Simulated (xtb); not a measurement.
xtb input:

```bash
xtb mol.xyz --gfn 2 --sp --chrg -1 --uhf 0
```
mol.xyz:
```
6

B     -0.47385476    -0.09623639     0.04129655
Cl     0.21204896     1.52353839    -0.54337814
Cl     0.87262152    -1.30324985     0.44884886
C     -1.86637075    -0.37904607     0.16265464
H     -2.23867303    -1.33893063     0.50861760
H     -2.63322690     0.34948385    -0.08403041
```

Q: Which total energy does the run end on?

A: -13.75624 Eh (GFN2-xTB).

It need not be the lowest isomer of its formula. Whether it binds its extra electron was not tested at this geometry.
